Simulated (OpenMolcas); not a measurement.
4d⁶ along the 42-electron sequence

```
Program             : OpenMolcas
Method              : MS-CASPT2, IPEA 0.25 Eh, imaginary shift 0.1 Eh
Basis               : ANO-RCC-VTZP
Scalar Hamiltonian  : DKH2, point nucleus
Spin-orbit coupling : RASSI with atomic mean-field integrals over the reference wave functions, term energies averaged over their components
```

Active space for each ion: 6 electrons in 5 orbitals (4d); closed shells correlated by CASPT2: 4s 4p.

Computed levels in cm-1 above ⁵D₄:

```
                               Level   Ru2+   Rh3+   Pd4+   Ag5+
                                 ⁵D₃   1156   1552   2070   2570
                                 ⁵D₂   1845   2430   3150   3840
                                 ⁵D₁   2290   3020   3920   4790
                                 ⁵D₀   2510   3300   4280   5220
                              ³P₂(1)  15740  17930  19640  21790
                                 ³H₆  16140  18400  20320  22760
                                 ³H₅  16380  18670  20600  23050
                              ³F₃(1)  17860  20490  22730  25510
                              ³F₂(1)  18360  21130  23510  26410
weight of ⁵D in the lowest level (%)     99     98     98     97
```

Mixed levels, with the weight of the term that names them: Ag5+ ³H₅ (73 %).

Measured, with the error of the calculation in %. Measured levels: Ru2+ from Moore, Atomic Energy Levels, vol. III, NSRDS-NBS 35 (1971 reprint of NBS Circular 467, 1958); Ag5+ from the list in Gamrath, thesis, University of Mons (2023).

```json
{"Level": "⁵D₃", "Ru2+": "1159 (-0.3)", "Ag5+": "2692 (-4.7)"}
{"Level": "⁵D₂", "Ru2+": "1826 (+1.0)", "Ag5+": "3953 (-2.9)"}
{"Level": "⁵D₁", "Ru2+": "2266 (+1.2)", "Ag5+": "4941 (-3.2)"}
{"Level": "⁵D₀", "Ru2+": "2476 (+1.4)", "Ag5+": "5380 (-3.0)"}
{"Level": "³P₂(1)", "Ru2+": "", "Ag5+": "21042 (+3.6)"}
{"Level": "³H₆", "Ru2+": "", "Ag5+": "21512 (+5.8)"}
{"Level": "³H₅", "Ru2+": "", "Ag5+": "21812 (+5.7)"}
{"Level": "³F₃(1)", "Ru2+": "", "Ag5+": "24441 (+4.4)"}
{"Level": "³F₂(1)", "Ru2+": "", "Ag5+": "25306 (+4.4)"}
```

The fine-structure level ⁵D₀ changes by a factor of 2.08 from Ru2+ to Ag5+. Its fourth root runs 7.08, 7.58, 8.09, 8.50, with steps per unit of Z of 0.50, 0.51, 0.41; equal steps would mean a (Z - σ)^4 law with constant σ.

³P₂(1) changes by a factor of 1.38 over the same range, with steps per unit of Z of +2190, +1710, +2150 cm-1.

CASPT2 does not keep the components of a term degenerate, so their means are used; among the terms shown or strongly mixed into the levels shown the widest spread is 460 cm-1 (4d⁶ ³G, Ru2+). Levels of configurations with an s electron are missing; early in the row they begin among the upper levels of the d shell and mix with terms of their name (holds for Ru2+). Measured partners are found by configuration, term and J. A level has none where our copy of the source lacks it or the pairing is in doubt (some pairs that miss far off the trend of their configuration count as doubtful), and it then counts in no deviation. Levels of configurations outside the active space are missing.

A number in round brackets counts repeated terms of one configuration in the order of the reference energies.
